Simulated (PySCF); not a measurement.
**Working out the ionisation energy of F⁺**

F⁺ [He] 2s2 2p4 (3P) → F²⁺ [He] 2s2 2p3 (4S). All numbers are calculated (PySCF 2.14, scalar relativity by spin-free X2C-1e, in x2c-TZVPall (5s3p2d1f, 31 functions)). Frozen: 1s2. Energies in hartree (1 hartree = 27.21139 eV):

```tsv
part	F⁺ (lower)	F²⁺ (upper)
UHF	-98.924060	-97.696808
CCSD correlation	-0.156640	-0.111417
(T)	-0.001904	-0.001134
```

Question: What does Hartree-Fock give?

Answer: (-97.696808) − (-98.924060) = 1.227252 hartree = 33.395 eV.

Question: What do CCSD and CCSD(T) give?

Answer: The CCSD correlation energies differ by 0.045223 hartree = 1.231 eV and the triples by 0.000770 hartree = 0.021 eV, so CCSD gives 34.626 eV and CCSD(T) 34.647 eV.

Measured between the centres of the two terms (NIST): 34.950 eV, so CCSD(T) (valence) is off by -0.303 eV.

What remains against the reference includes basis incompleteness, the frozen core and higher excitations.
